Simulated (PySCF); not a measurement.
`C1CCN(C2CC2)C1`: 4 charge schemes on one density

Species: C7H13N.
Cartesian coordinates in Å at the PBE0-D3(BJ)/def2-SVP level; atoms count from 1:
```xyz
21
C7H13N angstrom
C     -2.005    0.661    0.670
C     -2.061   -0.788    0.141
C     -0.935   -0.840   -0.914
N      0.018    0.198   -0.548
C      0.974   -0.220    0.429
C      2.216   -0.896   -0.066
C      2.284    0.505    0.468
C     -0.829    1.296   -0.106
H     -1.816    0.677    1.754
H     -2.945    1.209    0.505
H     -1.868   -1.508    0.951
H     -3.039   -1.049   -0.289
H     -0.436   -1.817   -0.985
H     -1.345   -0.605   -1.912
H      0.590   -0.572    1.402
H      2.641   -1.708    0.529
H      2.298   -1.022   -1.148
H      2.412    1.310   -0.260
H      2.757    0.677    1.438
H     -0.247    2.019    0.482
H     -1.210    1.826   -0.996
```

Density: PBE0/pcSseg-1 (PySCF); schemes: Mulliken, IAO, Hirshfeld and ESP-fitted. Geometry: PBE0-D3(BJ)/def2-SVP, one conformer, isolated molecule.

Task: Atoms with like bonding are taken together and averaged. For which atoms does the sign change between the 4 schemes (beyond +0.03 e in one, beyond −0.03 e in another)?

Result: C5.

Task: Which atoms carry the highest charge in the Mulliken, IAO, Hirshfeld and ESP-fitted schemes?

Result: The schemes don't all agree: Mulliken H17/H18 (+0.133); IAO H17/H18 (+0.151); Hirshfeld H17/H18 (+0.046); ESP-fitted C5 (+0.239).

Task: Tabulate the Mulliken, IAO, Hirshfeld and ESP-fitted charges.

Result: In e; atoms taken as equivalent share a row and are averaged (×n: the atom named and its like, n in all):

```tsv
atom	environment	Mulliken	IAO	Hirshfeld	ESP-fitted
C1/C2	ring CH2 carbon	-0.257	-0.283	-0.077	-0.054
C3/C8	sp3 carbon bound to nitrogen	-0.023	-0.157	-0.029	-0.021
N4	tertiary amine nitrogen	-0.554	-0.262	-0.098	-0.456
C5	sp3 carbon bound to nitrogen	-0.096	-0.039	-0.003	+0.239
C6/C7	three-membered-ring carbon	-0.193	-0.291	-0.095	-0.341
H9/H10/H11/H12	methylene hydrogen	+0.122	+0.133	+0.035	+0.029
H13/H14/H20/H21	methylene hydrogen	+0.121	+0.135	+0.038	+0.071
H15	methine hydrogen	+0.102	+0.104	+0.031	+0.081
H16/H19	methylene hydrogen	+0.127	+0.143	+0.045	+0.130
H17/H18	methylene hydrogen	+0.133	+0.151	+0.046	+0.154
```

Mean size of the charges over all atoms: IAO 0.168 e, Mulliken 0.152 e, ESP-fitted 0.124 e, Hirshfeld 0.048 e. Each set sums to the total charge, 0, to within 0.001 e. The IAO scheme counts the electrons in orthogonalised intrinsic atomic orbitals, a minimal basis polarised so that it spans the occupied orbitals exactly.

Some averages cover members that differ in this geometry: C3/C8, ESP-fitted -0.060 to +0.019; H13/H14/H20/H21, ESP-fitted +0.042 to +0.100; C1/C2, ESP-fitted -0.082 to -0.025; C6/C7, ESP-fitted -0.354 to -0.327 e.

Task: Sum the charges by element, for elements with more than one atom.

Result: 
| element | atoms | Mulliken | IAO | Hirshfeld | ESP-fitted |
| --- | --- | --- | --- | --- | --- |
| C | 7 | -1.042 | -1.502 | -0.405 | -0.591 |
| H | 13 | +1.596 | +1.764 | +0.503 | +1.048 |

Task: How closely do the schemes follow one another over all atoms?

Result: Correlation coefficient and root-mean-square difference: IAO with Hirshfeld 0.99, 0.128 e; Mulliken with Hirshfeld 0.93, 0.137 e; Mulliken with IAO 0.90, 0.084 e; Hirshfeld with ESP-fitted 0.83, 0.131 e; Mulliken with ESP-fitted 0.78, 0.120 e; IAO with ESP-fitted 0.75, 0.126 e.

These values come from a run that also computed NMR shieldings. Hardware: one thread of an x86-64 server, no GPU (shared host). Cost: 30 s.
